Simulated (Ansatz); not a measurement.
Job for Ansatz (a program for electronic structure): U-B3LYP-D3(BJ)/def2-TZVP on H2O2Os (SMILES [OH][Os][OH]), 2S+1 = 5, a spin state set in the input, which need not be the lowest. Elements past Kr take the def2 small-core potentials; no spin–orbit coupling.

Ansatz 0.2 input:
```yaml
crystal:
  periodic: [false, false, false]
  atoms:
    - {symbol: Os, position_ang: [0.08164921, -0.22825018, 0.05213449]}
    - {symbol: O, position_ang: [1.44657633, -0.04618683, -1.11396586]}
    - {symbol: H, position_ang: [1.79160574, 0.71340861, -1.69488826]}
    - {symbol: O, position_ang: [-1.33491900, -0.45920632, 1.21837548]}
    - {symbol: H, position_ang: [-2.03868343, 0.05008128, 1.48112993]}
basis:
  gaussian:
    orbitals: def2-TZVP
hamiltonian:
  xc: b3lyp
  dispersion: d3bj
magnetization: {spin_polarized: true, initial_magnetization: 4}
relax: {f_tol: 0.005, max_steps: 120}
```

Output:

```
WARN ansatz: RAYON_NUM_THREADS=1 ignored (pool sized by the plan → 1); use --threads N
Functional definition: B3LYP
integrals: 0.03 GiB planned
789 factors; their error is unknown
mean field: 0.43 GiB planned
mean field evaluation 1: about -6586.4252 eV, gradient 5.4e1 eV
mean field evaluation 2: about -6537.3651 eV, gradient 1.2e2 eV
mean field evaluation 4: about -6595.3263 eV, gradient 7.8e0 eV
mean field evaluation 8: about -6595.5587 eV, gradient 1.1e-1 eV
mean field evaluation 16: about -6595.5826 eV, gradient 6.0e-2 eV
mean field evaluation 32: about -6595.6769 eV, gradient 1.4e-5 eV
mean field -6595.67686715 eV, -242.3866541573 hartree, gradient 1.4e-5 eV, S^2 6.013246; 4 other end points of the search recorded, 0 dependent functions left out
the calculation of the forces begins
reference -6595.67708535 eV, -242.3866621762 hartree; 19, 15 occupied and 95, 99 virtual orbitals, 789 factors
relax step   1: F+E_penalty+E_count = -6595.80134115 eV  Δ(F+E_penalty+E_count) = +0.000e0 eV  max|allowed force component| = 3.919e0 eV/Å  Δτ_max = 0.0000 Å  (163 SCF iters, accepted)
these checks for a lower state are left out or cut short: starts, cluster_reference, orbital_swaps, neighbouring_geometries, increment
integrals: 0.03 GiB planned
789 factors; their error is unknown
mean field: 0.43 GiB planned
mean field -6596.06792976 eV, -242.4010254432 hartree, gradient 4.0e-6 eV, S^2 6.013240; 0 other end points of the search recorded, 0 dependent functions left out
the calculation of the forces begins
reference -6596.06814812 eV, -242.4010334680 hartree; 19, 15 occupied and 95, 99 virtual orbitals, 789 factors
relax step   2: F+E_penalty+E_count = -6596.19084191 eV  Δ(F+E_penalty+E_count) = -3.895e-1 eV  max|allowed force component| = 6.994e-1 eV/Å  Δτ_max = 0.0949 Å  (80 SCF iters, accepted)
these checks for a lower state are left out or cut short: starts, cluster_reference, orbital_swaps, neighbouring_geometries, increment
integrals: 0.03 GiB planned
789 factors; their error is unknown
mean field: 0.43 GiB planned
mean field evaluation 64: about -6596.0937 eV, gradient 2.9e-5 eV
mean field -6596.09369200 eV, -242.4019721880 hartree, gradient 8.4e-6 eV, S^2 6.013106; 0 other end points of the search recorded, 0 dependent functions left out
the calculation of the forces begins
reference -6596.09391044 eV, -242.4019802155 hartree; 19, 15 occupied and 95, 99 virtual orbitals, 789 factors
relax step   3: F+E_penalty+E_count = -6596.21674987 eV  Δ(F+E_penalty+E_count) = -2.591e-2 eV  max|allowed force component| = 1.535e-1 eV/Å  Δτ_max = 0.0364 Å  (73 SCF iters, accepted)
these checks for a lower state are left out or cut short: starts, cluster_reference, orbital_swaps, neighbouring_geometries, increment
integrals: 0.03 GiB planned
789 factors; their error is unknown
mean field: 0.43 GiB planned
mean field -6596.10760094 eV, -242.4024833322 hartree, gradient 8.7e-6 eV, S^2 6.013128; 0 other end points of the search recorded, 0 dependent functions left out
the calculation of the forces begins
reference -6596.10782036 eV, -242.4024913958 hartree; 19, 15 occupied and 95, 99 virtual orbitals, 789 factors
relax step   4: F+E_penalty+E_count = -6596.23094117 eV  Δ(F+E_penalty+E_count) = -1.419e-2 eV  max|allowed force component| = 5.780e-1 eV/Å  Δτ_max = 0.0719 Å  (75 SCF iters, accepted)
these checks for a lower state are left out or cut short: starts, cluster_reference, orbital_swaps, neighbouring_geometries, increment
integrals: 0.03 GiB planned
789 factors; their error is unknown
mean field: 0.43 GiB planned
mean field evaluation 96: about -6596.1099 eV, gradient 1.2e-5 eV
mean field -6596.10994665 eV, -242.4025695355 hartree, gradient 1.2e-5 eV, S^2 6.013694; 0 other end points of the search recorded, 0 dependent functions left out
the calculation of the forces begins
reference -6596.11016948 eV, -242.4025777245 hartree; 19, 15 occupied and 95, 99 virtual orbitals, 789 factors
relax step   5: F+E_penalty+E_count = -6596.23360591 eV  Δ(F+E_penalty+E_count) = -2.665e-3 eV  max|allowed force component| = 4.460e-1 eV/Å  Δτ_max = 0.2000 Å  (84 SCF iters, accepted)
these checks for a lower state are left out or cut short: starts, cluster_reference, orbital_swaps, neighbouring_geometries, increment
integrals: 0.03 GiB planned
789 factors; their error is unknown
mean field: 0.43 GiB planned
mean field -6596.11542938 eV, -242.4027710220 hartree, gradient 8.7e-6 eV, S^2 6.013692; 0 other end points of the search recorded, 0 dependent functions left out
the calculation of the forces begins
reference -6596.11565116 eV, -242.4027791724 hartree; 19, 15 occupied and 95, 99 virtual orbitals, 789 factors
relax step   6: F+E_penalty+E_count = -6596.23916054 eV  Δ(F+E_penalty+E_count) = -5.555e-3 eV  max|allowed force component| = 2.556e-1 eV/Å  Δτ_max = 0.0467 Å  (67 SCF iters, accepted)
these checks for a lower state are left out or cut short: starts, cluster_reference, orbital_swaps, neighbouring_geometries, increment
integrals: 0.03 GiB planned
789 factors; their error is unknown
mean field: 0.43 GiB planned
mean field -6596.11899997 eV, -242.4029022388 hartree, gradient 9.8e-6 eV, S^2 6.013492; 0 other end points of the search recorded, 0 dependent functions left out
the calculation of the forces begins
reference -6596.11922083 eV, -242.4029103555 hartree; 19, 15 occupied and 95, 99 virtual orbitals, 789 factors
relax step   7: F+E_penalty+E_count = -6596.24268491 eV  Δ(F+E_penalty+E_count) = -3.524e-3 eV  max|allowed force component| = 3.541e-2 eV/Å  Δτ_max = 0.0983 Å  (77 SCF iters, accepted)
these checks for a lower state are left out or cut short: starts, cluster_reference, orbital_swaps, neighbouring_geometries, increment
integrals: 0.03 GiB planned
789 factors; their error is unknown
mean field: 0.43 GiB planned
mean field evaluation 128: about -6596.1191 eV, gradient 2.1e-4 eV
mean field -6596.11905211 eV, -242.4029041550 hartree, gradient 1.2e-5 eV, S^2 6.013653; 0 other end points of the search recorded, 0 dependent functions left out
the calculation of the forces begins
reference -6596.11927264 eV, -242.4029122592 hartree; 19, 15 occupied and 95, 99 virtual orbitals, 789 factors
relax step   8: F+E_penalty+E_count = -6596.24276542 eV  Δ(F+E_penalty+E_count) = -8.051e-5 eV  max|allowed force component| = 2.815e-2 eV/Å  Δτ_max = 0.0411 Å  (73 SCF iters, accepted)
these checks for a lower state are left out or cut short: starts, cluster_reference, orbital_swaps, neighbouring_geometries, increment
integrals: 0.03 GiB planned
789 factors; their error is unknown
mean field: 0.43 GiB planned
mean field -6596.11946902 eV, -242.4029194762 hartree, gradient 6.4e-6 eV, S^2 6.013564; 0 other end points of the search recorded, 0 dependent functions left out
the calculation of the forces begins
reference -6596.11968962 eV, -242.4029275831 hartree; 19, 15 occupied and 95, 99 virtual orbitals, 789 factors
relax step   9: F+E_penalty+E_count = -6596.24316104 eV  Δ(F+E_penalty+E_count) = -3.956e-4 eV  max|allowed force component| = 1.229e-2 eV/Å  Δτ_max = 0.0260 Å  (73 SCF iters, accepted)
these checks for a lower state are left out or cut short: starts, cluster_reference, orbital_swaps, neighbouring_geometries, increment
integrals: 0.03 GiB planned
789 factors; their error is unknown
mean field: 0.43 GiB planned
mean field -6596.11947695 eV, -242.4029197674 hartree, gradient 2.8e-6 eV, S^2 6.013583; 0 other end points of the search recorded, 0 dependent functions left out
the calculation of the forces begins
reference -6596.11969757 eV, -242.4029278750 hartree; 19, 15 occupied and 95, 99 virtual orbitals, 789 factors
relax step  10: F+E_penalty+E_count = -6596.24318896 eV  Δ(F+E_penalty+E_count) = -2.792e-5 eV  max|allowed force component| = 3.506e-3 eV/Å  Δτ_max = 0.0049 Å  (72 SCF iters, accepted)
these checks for a lower state are left out or cut short: starts, cluster_reference, orbital_swaps, neighbouring_geometries, increment
integrals: 0.03 GiB planned
789 factors; their error is unknown
mean field: 0.43 GiB planned
mean field evaluation 160: about -6596.1195 eV, gradient 5.6e-5 eV
mean field -6596.11947924 eV, -242.4029198518 hartree, gradient 8.4e-6 eV, S^2 6.013575; 0 other end points of the search recorded, 0 dependent functions left out
the calculation of the forces begins
reference -6596.11969983 eV, -242.4029279584 hartree; 19, 15 occupied and 95, 99 virtual orbitals, 789 factors
relax step  11: F+E_penalty+E_count = -6596.24319848 eV  Δ(F+E_penalty+E_count) = -9.526e-6 eV  max|allowed force component| = 4.987e-3 eV/Å  Δτ_max = 0.0026 Å  (73 SCF iters, accepted)
these checks for a lower state are left out or cut short: starts, cluster_reference, orbital_swaps, neighbouring_geometries, increment
integrals: 0.03 GiB planned
789 factors; their error is unknown
mean field: 0.43 GiB planned
mean field -6596.11945137 eV, -242.4029188274 hartree, gradient 1.1e-5 eV, S^2 6.013555; 0 other end points of the search recorded, 0 dependent functions left out
the calculation of the forces begins
reference -6596.11967188 eV, -242.4029269310 hartree; 19, 15 occupied and 95, 99 virtual orbitals, 789 factors
relax step  12: F+E_penalty+E_count = -6596.24318716 eV  Δ(F+E_penalty+E_count) = +1.132e-5 eV  max|allowed force component| = 2.897e-2 eV/Å  Δτ_max = 0.0056 Å  (74 SCF iters, rejected (line search))
these checks for a lower state are left out or cut short: starts, cluster_reference, orbital_swaps, neighbouring_geometries, increment
integrals: 0.03 GiB planned
789 factors; their error is unknown
mean field: 0.43 GiB planned
mean field evaluation 192: about -6596.1195 eV, gradient 3.6e-5 eV
mean field -6596.11947973 eV, -242.4029198698 hartree, gradient 8.8e-6 eV, S^2 6.013568; 0 other end points of the search recorded, 0 dependent functions left out
the calculation of the forces begins
reference -6596.11970028 eV, -242.4029279746 hartree; 19, 15 occupied and 95, 99 virtual orbitals, 789 factors
relax step  13: F+E_penalty+E_count = -6596.24320530 eV  Δ(F+E_penalty+E_count) = -6.813e-6 eV  max|allowed force component| = 1.236e-3 eV/Å  Δτ_max = 0.0027 Å  (75 SCF iters, accepted)
integrals: 0.03 GiB planned
789 factors; their error is unknown
mean field: 0.43 GiB planned
mean field evaluation 224: about -6596.0716 eV, gradient 2.9e-2 eV
mean field evaluation 256: about -6596.0937 eV, gradient 1.6e0 eV
mean field -6596.11947973 eV, -242.4029198698 hartree, gradient 8.9e-6 eV, S^2 6.013568; 7 other end points of the search recorded, 0 dependent functions left out
the calculation of the forces begins
reference -6596.11970028 eV, -242.4029279746 hartree; 19, 15 occupied and 95, 99 virtual orbitals, 789 factors
Total energy: -6596.24342584 eV, -242.4074748053 hartree
Atom 0 at     0.086932    -0.269143     0.052289 Å, force     0.000320    -0.000331    -0.000079 eV/Å
Atom 1 at     1.406436    -0.080944    -1.325423 Å, force     0.001236     0.000057    -0.001017 eV/Å
Atom 2 at     1.831816     0.751846    -1.551143 Å, force    -0.000436     0.000187     0.000067 eV/Å
Atom 3 at    -1.255868    -0.391780     1.414798 Å, force    -0.001183    -0.000298     0.001112 eV/Å
Atom 4 at    -2.123088     0.019869     1.352266 Å, force     0.000063     0.000385    -0.000084 eV/Å
Dipole moment:    -0.128271     0.361296    -0.083686 e Å
```

The run converged.

Cost: roughly 90 core-seconds.
